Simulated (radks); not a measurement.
The numbers below are computed, except where a source is named.
Task: Coherent X-ray form factor from a spherical all-electron density. Level of theory: scalar-relativistic Kohn-Sham, PBE, spin-unpolarised, spherical densities, point nucleus (a radial shooting solver on a logarithmic mesh with Libxc functionals).

sin(theta)/lambda (1/angstrom),f0 (electrons)
0.05,54.732
0.1,53.944
0.15,52.683
0.2,51.021
0.25,49.045
0.3,46.848
0.4,42.139
0.5,37.476
0.6,33.211
0.8,26.370
1,21.688
1.25,18.016
1.5,15.663
2,12.097

The species is in the configuration that NIST lists as its ground one. Which atom or ion scatters so?

Result: The dysprosium ion Dy11+, [Kr] 4d10 4f7 5s2. Extrapolating in s^2 from the first two rows gives f0(0) = 55.0, near the electron count 55; among species with that count, the fall with angle is slower the higher Z, and the table is that of Z = 66; from so few rows the species is fixed only to a neighbour or two.
